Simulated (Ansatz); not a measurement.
Reaction (redistribution): `CNB(C)N` + `O[CH]([SiH3])[GeH3]` → `CNB(C)[SiH3]` + `N[CH](O)[GeH3]`

Program: Ansatz. Geometries: PBE0-D4/def2-TZVP. ΔE: electronic, gas phase. CCSD(T)/CBS adds triple-zeta CCSD(T) − MP2 to the extrapolated MP2 energy (def2 sets, frozen cores). Functionals use def2-TZVPP. B3LYP here is the variant with VWN-RPA as its local correlation; programs differ in this. For Ge outer-core shells are correlated without core-valence functions, which leaves a few kJ/mol of doubt a bond. Scalar relativity is left out up to krypton. One conformer a species, not always the lowest.

`CNB(C)N`:

Cartesian coordinates in Å:
```
C -0.411 -0.321 -1.865
N -0.889 0.050 -0.560
B -0.129 0.160 0.630
C 1.425 -0.137 0.639
N -0.771 0.542 1.836
H -0.564 0.474 -2.605
H -0.899 -1.227 -2.244
H 0.659 -0.522 -1.821
H -1.877 0.246 -0.530
H 1.967 0.525 -0.044
H 1.643 -1.161 0.317
H 1.866 -0.010 1.630
H -1.751 0.748 1.918
H -0.269 0.632 2.699
```

`O[CH]([SiH3])[GeH3]`:

Cartesian coordinates in Å:
```
O 0.152 -1.345 1.172
C 0.184 -0.035 0.601
Si -1.521 0.507 0.000
Ge 1.515 -0.097 -0.855
H -0.498 -1.358 1.881
H 0.563 0.704 1.322
H -1.960 -0.317 -1.156
H -1.507 1.943 -0.387
H -2.493 0.310 1.115
H 2.877 -0.519 -0.285
H 1.627 1.306 -1.480
H 1.061 -1.100 -1.926
```

`CNB(C)[SiH3]`:

```xyz
15

C    -0.623   -2.137   -0.159
N    -0.698   -0.720   -0.433
B     0.111    0.313    0.039
C     1.324    0.095    1.019
Si   -0.352    2.178   -0.610
H    -0.448   -2.710   -1.075
H     0.194   -2.342    0.529
H    -1.549   -2.502    0.296
H    -1.453   -0.482   -1.057
H     1.169    0.672    1.937
H     2.242    0.497    0.576
H     1.523   -0.939    1.309
H    -0.656    3.109    0.516
H     0.766    2.798   -1.381
H    -1.549    2.169   -1.507
```

`N[CH](O)[GeH3]`:

Z-matrix (Å, degrees):
```
C
O 1 1.418
Ge 1 1.993 2 110.2
N 1 1.434 2 106.1 3 118.6
H 1 1.105 2 108.4 3 -118.9
H 2 0.961 1 108.2 3 80.5
H 3 1.534 1 109.7 2 56.7
H 3 1.541 1 108.0 2 -63.0
H 3 1.544 1 111.0 2 178.2
H 4 1.011 1 112.0 2 -171.2
H 4 1.014 1 111.0 2 67.1
```

| level | ΔE (kJ/mol) | difference from CCSD(T)/CBS |
| --- | --- | --- |
| PBE-D4 | 135.4 | -17.1 |
| r2SCAN-D4 | 148.3 | -4.2 |
| PBE0-D4 | 143.6 | -8.9 |
| B3LYP-D4 | 149.6 | -2.9 |
| ωB97X-V | 148.9 | -3.6 |
| ωB97M-V | 155.9 | 3.4 |
| B2PLYP | 152.3 | -0.2 |
| PBE | 134.5 | -18.0 |
| r2SCAN | 148.2 | -4.3 |
| PBE0 | 142.9 | -9.6 |
| B3LYP | 148.2 | -4.3 |
| HF/def2-TZVPP | 162.1 | 9.6 |
| MP2/def2-TZVPP | 158.2 | 5.7 |
| SCS-MP2/def2-TZVPP | 155.7 | 3.2 |
| CCSD/def2-TZVPP | 151.8 | -0.7 |
| CCSD(T)/def2-TZVPP | 149.1 | -3.4 |
| HF/def2-QZVPP | 163.0 | 10.5 |
| MP2/def2-QZVPP | 160.5 | 8.0 |
| SCS-MP2/def2-QZVPP | 158.0 | 5.5 |
| HF/CBS(def2) | 163.1 | 10.6 |
| MP2/CBS(def2) | 161.6 | 9.1 |
| CCSD/CBS(def2) | 155.3 | 2.8 |
| CCSD(T)/CBS | 152.5 | 0 |

Largest T1 diagnostic among the species: 0.013.

From PBE to PBE0 (25 % exact exchange), in def2-TZVPP and without D4, ΔE moves by +8.4 kJ/mol. In def2-TZVPP, CCSD(T) changes the Hartree–Fock value by −13.0 kJ/mol (the triples alone add −2.7 kJ/mol) and MP2 by −3.9 kJ/mol.
